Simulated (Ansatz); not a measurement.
Input and output for `[OH][Ta](=[S])([Cl])[Cl]`.

```yaml
crystal:
  periodic: [false, false, false]
  atoms:
    - {symbol: O, position_ang: [-0.941426, 0.581265, 1.092389]}
    - {symbol: Ta, position_ang: [0.239276, -0.163498, -0.242356]}
    - {symbol: S, position_ang: [1.664362, -1.557560, 0.467106]}
    - {symbol: Cl, position_ang: [-1.261264, -1.142470, -1.743593]}
    - {symbol: Cl, position_ang: [1.344915, 1.676288, -1.222355]}
    - {symbol: H, position_ang: [-0.933103, 0.381948, 2.041401]}
basis:
  gaussian: {orbitals: x2c-TZVPPall}
magnetization: {spin_polarized: true, initial_magnetization: 2}
hamiltonian: {xc: {name: revPBE0}, dispersion: d3bjatm}
output: {forces: true}
```

```sh
$ ansatz run in.yaml --threads 4 --pin off --events-out ev --progress --plain --max-ram 10444MiB
```

Output, abridged:

```
Functional definition: revPBE0
2091 factors; their error is unknown
mean field evaluation 1: about -462740.0000 eV, gradient 4.2e1 eV
mean field evaluation 2: about -462688.0925 eV, gradient 1.1e2 eV
mean field evaluation 4: about -462745.2729 eV, gradient 7.8e0 eV
mean field evaluation 8: about -462745.6256 eV, gradient 3.8e-1 eV
mean field evaluation 16: about -462746.2563 eV, gradient 1.6e-2 eV
mean field evaluation 32: about -462746.2844 eV, gradient 1.6e-2 eV
mean field -462746.28447221 eV, -17005.6122936566 hartree, gradient 8.0e-8 eV, S^2 2.008527; 6 other end points of the search recorded, 0 dependent functions left out
reference -462746.28452421 eV, -17005.6122955674 hartree; 67, 65 occupied and 201, 203 virtual orbitals, 2091 factors
Total energy: -462746.69112001 eV, -17005.6272376876 hartree
Relativity: scalar
Atom 0 at    -0.941426     0.581265     1.092389 Å, force     0.853928    -0.539924    -0.136159 eV/Å
Atom 1 at     0.239276    -0.163498    -0.242356 Å, force    -5.224295     5.298942    -1.859688 eV/Å
Atom 2 at     1.664362    -1.557560     0.467106 Å, force     4.043104    -4.039240     1.818618 eV/Å
Atom 3 at    -1.261264    -1.142470    -1.743593 Å, force     0.572619    -0.028184     0.419091 eV/Å
Atom 4 at     1.344915     1.676288    -1.222355 Å, force    -0.180121    -0.729685     0.337559 eV/Å
Atom 5 at    -0.933103     0.381948     2.041401 Å, force    -0.065234     0.038090    -0.579421 eV/Å
Dipole moment:     0.105514    -0.295068     0.595820 e Å
```

It took 100 s on 4 threads of an AMD EPYC 7B13 on a shared host, with 3 GiB of host memory at the peak.
